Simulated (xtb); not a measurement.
C2H6BO2 (SMILES CO[B]OC), doublet, from a rough starting geometry; GFN2-xTB run with xtb.

The xtb input:
```
$ xtb mol.xyz --gfn 2 --uhf 1 --opt vtight --json

# file mol.xyz
11

C      2.05796152     0.39073595     0.18410293
O      1.42166050    -0.90031373    -0.01775735
B      0.18949346    -1.01755563    -0.15096019
O     -0.75510023    -0.03909890    -0.09571060
C     -2.07902989    -0.04089725    -0.20508350
H      1.34763077     1.08452181     0.38505617
H      2.69959433     0.21605087     1.07214610
H      2.69927321     0.63064301    -0.62907069
H     -2.56660642    -0.37637471     0.75760770
H     -2.49738947     0.88495778    -0.53961925
H     -2.44364370    -0.84677034    -0.91367796
```

What the program printed (banner, timings and long lists left out):

```
   ID    Z sym.   atoms
    1    6 C      1, 5
    2    8 O      2, 4
    3    5 B      3
    4    1 H      6-11

           -------------------------------------------------
          |                Calculation Setup                |
           -------------------------------------------------

           -------------------------------------------------
          |                 G F N 2 - x T B                 |
           -------------------------------------------------

          ...................................................
          :                      SETUP                      :
          :.................................................:
          :  # basis functions                  26          :
          :  # atomic orbitals                  26          :
          :  # shells                           16          :
          :  # electrons                        29          :
          :  max. iterations                   250          :
          :  Hamiltonian                  GFN2-xTB          :
          :  restarted?                      false          :
          :  GBSA solvation                  false          :
          :  PC potential                    false          :
          :  electronic temp.          300.0000000     K    :
          :  accuracy                    1.0000000          :
          :  -> integral cutoff          0.2500000E+02      :
          :  -> integral neglect         0.1000000E-07      :
          :  -> SCF convergence          0.1000000E-05 Eh   :
          :  -> wf. convergence          0.1000000E-03 e    :
          :  Broyden damping             0.4000000          :
          :  net charge                          0          :
          :  unpaired electrons                  1          :
          ...................................................

 iter      E             dE          RMSdq      gap      omega  full diag
   1    -16.7731635 -0.167732E+02  0.692E+00    3.09       0.0  T
   2    -16.8359031 -0.627396E-01  0.393E+00    3.35       1.0  T
   3    -16.8398948 -0.399171E-02  0.962E-01    3.74       1.0  T
   4    -16.8401941 -0.299312E-03  0.266E-01    3.85       1.0  T
   5    -16.8404078 -0.213687E-03  0.157E-01    3.85       1.0  T
   6    -16.8404535 -0.457314E-04  0.312E-02    3.85       1.0  T
   7    -16.8404541 -0.627412E-06  0.114E-02    3.84       2.6  T
   8    -16.8404542 -0.614582E-07  0.526E-03    3.84       5.7  T
   9    -16.8404543 -0.101725E-06  0.100E-03    3.84      30.1  T
  10    -16.8404543 -0.234769E-08  0.300E-04    3.84     100.4  T
  11    -16.8404543 -0.114220E-09  0.143E-04    3.84     211.1  T

   *** convergence criteria satisfied after 11 iterations ***

         :::::::::::::::::::::::::::::::::::::::::::::::::::::
         ::                     SUMMARY                     ::
         :::::::::::::::::::::::::::::::::::::::::::::::::::::
         :: total energy             -16.663209836717 Eh    ::
         :: gradient norm              0.175455418971 Eh/a0 ::
         :: HOMO-LUMO gap              3.843975543908 eV    ::
         ::.................................................::
         :: SCC energy               -16.840454036173 Eh    ::
         :: -> isotropic ES            0.052545441668 Eh    ::
         :: -> anisotropic ES          0.000639169667 Eh    ::
         :: -> anisotropic XC          0.000412241499 Eh    ::
         :: -> dispersion             -0.004614978833 Eh    ::
         :: repulsion energy           0.177244199455 Eh    ::
         :: add. restraining           0.000000000000 Eh    ::
         :: total charge              -0.000000000000 e     ::
         :::::::::::::::::::::::::::::::::::::::::::::::::::::

      -----------------------------------------------------------
     |                   =====================                   |
     |                        A N C O P T                        |
     |                   =====================                   |
[...]
 * total energy  :   -16.6829935 Eh     change       -0.6371257E-06 Eh
 * total energy  :   -16.6829945 Eh     change       -0.1015117E-05 Eh
 * total energy  :   -16.6829959 Eh     change       -0.1310313E-05 Eh
 * total energy  :   -16.6829975 Eh     change       -0.1640688E-05 Eh
 * total energy  :   -16.6829994 Eh     change       -0.1890002E-05 Eh
 * total energy  :   -16.6830008 Eh     change       -0.1375662E-05 Eh
 * total energy  :   -16.6830013 Eh     change       -0.5674152E-06 Eh
 * total energy  :   -16.6830017 Eh     change       -0.4005899E-06 Eh
 * total energy  :   -16.6830019 Eh     change       -0.1329483E-06 Eh
 * total energy  :   -16.6830022 Eh     change       -0.3716871E-06 Eh
 * total energy  :   -16.6830024 Eh     change       -0.1412221E-06 Eh
 * total energy  :   -16.6830025 Eh     change       -0.8789067E-07 Eh
   *** GEOMETRY OPTIMIZATION CONVERGED AFTER 23 ITERATIONS ***
         :: total energy             -16.683002460588 Eh    ::
[...]
        13        2.0000           -0.4309451             -11.7266
        14        2.0000           -0.4122197             -11.2171
        15        1.0000           -0.2711949              -7.3796 (HOMO)
        16                         -0.1344885              -3.6596 (LUMO)
        17                          0.0546916               1.4882
        18                          0.0686138               1.8671
        19                          0.1398595               3.8058
        20                          0.1517304               4.1288
        21                          0.1915440               5.2122
        22                          0.1980851               5.3902
        23                          0.2124642               5.7814
        24                          0.2157109               5.8698
        25                          0.4771067              12.9827
        26                          0.5373732              14.6227
      -------------------------------------------------------------
                  HL-Gap            0.1367064 Eh            3.7200 eV
             Fermi-level           -0.2722745 Eh           -7.4090 eV

     #   Z          covCN         q      C6AA      α(0)
     1   6 C        3.633     0.030    20.464     6.511
     2   8 O        1.636    -0.337    19.674     5.987
     3   5 B        1.596     0.340    35.528    12.561
     4   8 O        1.638    -0.343    19.789     6.005
     5   6 C        3.632     0.038    20.331     6.491
     6   1 H        0.925     0.047     2.363     2.404
     7   1 H        0.924     0.048     2.343     2.394
     8   1 H        0.924     0.049     2.334     2.389
     9   1 H        0.924     0.042     2.417     2.431
    10   1 H        0.924     0.051     2.308     2.376
    11   1 H        0.924     0.035     2.510     2.478

 Mol. C6AA /au·bohr⁶  :       1078.713706
 Mol. C8AA /au·bohr⁸  :      24554.656229
 Mol. α(0) /au        :         52.026958

Wiberg/Mayer (AO) data.
largest (>0.10) Wiberg bond orders for each atom

 ---------------------------------------------------------------------------
     #   Z sym  total        # sym  WBO       # sym  WBO       # sym  WBO
 ---------------------------------------------------------------------------
     1   6 C    3.947 --     6 H    0.982     8 H    0.980     7 H    0.980
                             2 O    0.938
     2   8 O    2.293 --     3 B    1.260     1 C    0.938
     3   5 B    2.579 --     2 O    1.260     4 O    1.201
     4   8 O    2.284 --     3 B    1.201     5 C    0.988
     5   6 C    3.950 --     4 O    0.988    10 H    0.980    11 H    0.979
                             9 H    0.978
     6   1 H    0.998 --     1 C    0.982
     7   1 H    0.998 --     1 C    0.980
     8   1 H    0.998 --     1 C    0.980
     9   1 H    0.998 --     5 C    0.978
    10   1 H    0.997 --     5 C    0.980
    11   1 H    0.999 --     5 C    0.979
 ---------------------------------------------------------------------------

Topologies differ in total number of bonds
Writing topology from bond orders to xtbtopo.mol

molecular dipole:
                 x           y           z       tot (Debye)
 q only:       -0.387       0.087       0.002
   full:       -0.433       0.398       0.081       1.508
molecular quadrupole (traceless):
                xx          xy          yy          xz          yz          zz
 q only:        2.803       3.113      -1.120       1.109       0.354      -1.683
  q+dip:        2.465       3.039      -2.613       0.932      -0.568       0.149
   full:        2.746       3.460      -2.811       1.058      -0.565       0.065

optimized geometry written to: xtbopt.xyz

           -------------------------------------------------
          | TOTAL ENERGY              -16.683002460588 Eh   |
          | GRADIENT NORM               0.000096377081 Eh/α |
          | HOMO-LUMO GAP               3.719971410786 eV   |
           -------------------------------------------------
```
